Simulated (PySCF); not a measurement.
Cl₃GeH. Atoms are numbered in the order given.

```xyz
5

Ge     0.0000     0.0000     0.4370
Cl     1.7367    -1.0027    -0.3126
Cl    -1.7367    -1.0027    -0.3126
Cl     0.0000     2.0054    -0.3126
H      0.0000     0.0000     1.9607
```

Geometry: r2SCAN-D4/def2-SVP. The isomer is the one that the SMILES or the coordinates give; other isomers of the formula were not compared.

Calculation: PBE0/pcSseg-1 (PySCF).

GIAO shieldings, no solvent; atoms alike by connectivity are averaged. δ = σ(ref) − σ: ⁷³Ge against GeH4 (σ = 1658.3 ppm); ³⁵Cl against HCl (σ = 945.9 ppm); ¹H against TMS (σ = 31.56 ppm), references at their B3LYP-D3(BJ)/def2-TZVP geometries, non-relativistic (without spin–orbit terms, shifts of atoms bonded to Cl or Br come out too high).

Computed chemical shifts:
```json
[
 {"nucleus": "⁷³Ge", "atoms": "Ge1", "count": "1", "δ (ppm)": "454.0"},
 {"nucleus": "³⁵Cl", "atoms": "Cl2, Cl3, Cl4", "count": "3", "δ (ppm)": "159.9"},
 {"nucleus": "¹H", "atoms": "H5", "count": "1", "δ (ppm)": "7.13"}
]
```
